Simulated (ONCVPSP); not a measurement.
# Before and after: ONCV potential for Dy (Z = 66)

- Element: Dy (Z = 66)
- Generator: ONCVPSP 4.0.1
- Type: optimised norm-conserving Vanderbilt (ONCV)
- Functional: Wu-Cohen
- Relativity: fully relativistic
- Frozen core: [Kr] 4d10 4f9
- Valence charge: 11
- Reference configuration: 5s2 5p6 5d1 (charge +2)
- Partial waves: 5s: rc 2.15 bohr, ncon 5, nbas 9, qcut 6.1 1/bohr, 3 projectors, debl 2.9 Ha; 5p: rc 1.90 bohr, ncon 3, nbas 6, qcut 8 1/bohr, 1 projector; 5d: rc 2.50 bohr, ncon 4, nbas 8, qcut 7.3 1/bohr, 2 projectors, debl 3.7 Ha; f scattering state at 0.27 Ha: rc 2.00 bohr, ncon 4, nbas 7, qcut 6 1/bohr, 2 projectors, debl 1 Ha
- Local potential: polynomial inside 1.55 bohr (lpopt 5, dvloc0 2 Ha)
- Core correction: none

Open shells are filled in proportion to 2j + 1.

In the s channel the program set the typed energies aside and used -2.455, 0.050, 2.950 Ha.

All-electron outer shells of the reference configuration (Wu-Cohen, scalar-relativistic, ld1.x):

```json
{"shell": "5p", "level (eV)": "-42.54", "outermost node (bohr)": "0.67", "outermost maximum (bohr)": "1.30"}
{"shell": "4f", "level (eV)": "-23.26", "outermost node (bohr)": "–", "outermost maximum (bohr)": "0.53"}
{"shell": "5d", "level (eV)": "-15.12", "outermost node (bohr)": "0.76", "outermost maximum (bohr)": "1.84"}
```

Change: local potential polynomial inside 1.55 bohr (lpopt 5, dvloc0 6.5 Ha).

Cutoffs: the cutoffs (Ha) at which the residual kinetic energy of the hardest occupied pseudo-wave falls to 1 and 0.1 mHa per electron; they do not see the model core or the augmentation charge, which bear on the density cutoff. Errors are all-electron minus pseudo energies relative to the spin-unpolarised reference configuration.

Question: What does the change do?

Answer: The potential gets neither clearly harder nor softer (20 Ha and 24 Ha → 20 Ha and 24 Ha); the bound ghost in f disappears; of the 4 tests that both files solve, the error grows in 1 and shrinks in 0 by more than 15 % and 0.3 meV (median size 30.9 → 34.6 meV). In the separable form a ghost depends on how the local part lies against the semilocal potential of the channel, so the choice of the local part can create or remove one.

| quantity | base | changed |
| --- | --- | --- |
| cutoff, loose | 20 Ha | 20 Ha |
| cutoff, tight | 24 Ha | 24 Ha |
| bound ghosts | f7/2, f5/2 | none |
| GHOST(+) flags under 300 eV | none | none |
| error for 5s2 5p6 5d1 6s2, meV [ΔE -19.18 eV] | +60 | +60 |
| error for 5s2 5p6 5d1 6s1, meV [ΔE -12.31 eV] | +23 | +23 |
| error for 5s2 5p6 5d0, meV [ΔE 19.86 eV] | -28 | -28 |
| error for 5s2 5p6 5d1 6p1, meV [ΔE -8.55 eV] | +33 | +41 |
| s: phases at 2.18 bohr within 0.05 rad from the reference energy up to (Ha; the scan ends near 5) | to the end of the scan | to the end of the scan |
| p3/2: phases at 1.93 bohr within 0.05 rad from the reference energy up to (Ha; the scan ends near 5) | 1.2 | 1.1 |
| p1/2: phases at 1.93 bohr within 0.05 rad from the reference energy up to (Ha; the scan ends near 5) | 1.2 | 0.8 |
| d5/2: phases at 2.54 bohr within 0.05 rad from the reference energy up to (Ha; the scan ends near 5) | to the end of the scan | to the end of the scan |
| d3/2: phases at 2.54 bohr within 0.05 rad from the reference energy up to (Ha; the scan ends near 5) | to the end of the scan | to the end of the scan |
| f7/2: phases at 2.03 bohr within 0.05 rad from the reference energy up to (Ha; the scan ends near 5) | 3.6 | 3.5 |
| f5/2: phases at 2.03 bohr within 0.05 rad from the reference energy up to (Ha; the scan ends near 5) | 3.6 | 3.4 |

Base: The cutoffs count occupied waves only; projector 2 of the f channel, the hardest unoccupied one, needs 65 Ha at the loose tolerance. Changed file: The cutoffs count occupied waves only; projector 2 of the f channel, the hardest unoccupied one, needs 65 Ha at the loose tolerance. A true bound ghost makes a file unfit for plane-wave use even where its test errors are small: the radial tests pick states by their node count and pass the ghost by.
